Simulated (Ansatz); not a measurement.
```yaml
crystal:
  periodic: [false, false, false]
  atoms:
    - {symbol: Ge, position_ang: [0.134488, -2.540417, -0.231415]}
    - {symbol: Ge, position_ang: [0.062299, 0.041376, -2.440154]}
    - {symbol: Ge, position_ang: [-2.414084, -0.234985, -0.164962]}
    - {symbol: Ge, position_ang: [0.299798, 0.069368, 2.819200]}
    - {symbol: Ge, position_ang: [0.262275, 2.533544, -0.128791]}
    - {symbol: B, position_ang: [-1.045312, -1.246486, -1.330635]}
    - {symbol: Ge, position_ang: [1.586512, -1.420532, 1.388021]}
    - {symbol: N, position_ang: [1.199705, 1.207591, -1.233656]}
    - {symbol: Ge, position_ang: [-1.211551, 1.275888, 1.339221]}
    - {symbol: H, position_ang: [1.108596, -3.413834, -1.065252]}
    - {symbol: H, position_ang: [-0.676494, -3.523754, 0.649203]}
    - {symbol: H, position_ang: [1.215608, -0.476401, -3.339787]}
    - {symbol: H, position_ang: [-0.600936, 1.196372, -3.234993]}
    - {symbol: H, position_ang: [-3.264664, -1.109676, 0.788973]}
    - {symbol: H, position_ang: [-3.406215, 0.690954, -0.915937]}
    - {symbol: H, position_ang: [-0.556454, -0.749201, 3.808013]}
    - {symbol: H, position_ang: [1.183786, 1.037901, 3.637065]}
    - {symbol: H, position_ang: [-0.387048, 3.404562, -1.222645]}
    - {symbol: H, position_ang: [1.442358, 3.322269, 0.482626]}
    - {symbol: H, position_ang: [-1.654326, -1.914186, -2.155024]}
    - {symbol: H, position_ang: [2.499499, -2.327962, 2.240463]}
    - {symbol: H, position_ang: [2.582639, -0.469301, 0.643843]}
    - {symbol: H, position_ang: [1.898938, 1.683425, -1.808082]}
    - {symbol: H, position_ang: [1.733193, 0.582862, -0.614199]}
    - {symbol: H, position_ang: [-1.992612, 2.380613, 2.088905]}
basis:
  gaussian: {orbitals: def2-TZVP, initial_orbitals: start.molden}
hamiltonian: {xc: pbe0, dispersion: d4}
scf: {omitted_lower_state_checks: [starts]}
output: {orbitals: {seedname: orbitals}}
```

The file start.molden holds the orbitals of an earlier run on this structure, at another level or in another basis.

```sh
$ ansatz run in.yaml --threads 4 --pin off --events-out ev --progress --plain --max-ram 6963MiB
```

(1) Does this run fit into the memory that it is given?

Answers

(1) No. It has 494 basis functions, and Ansatz plans for 8 GiB where 7 GiB are given.
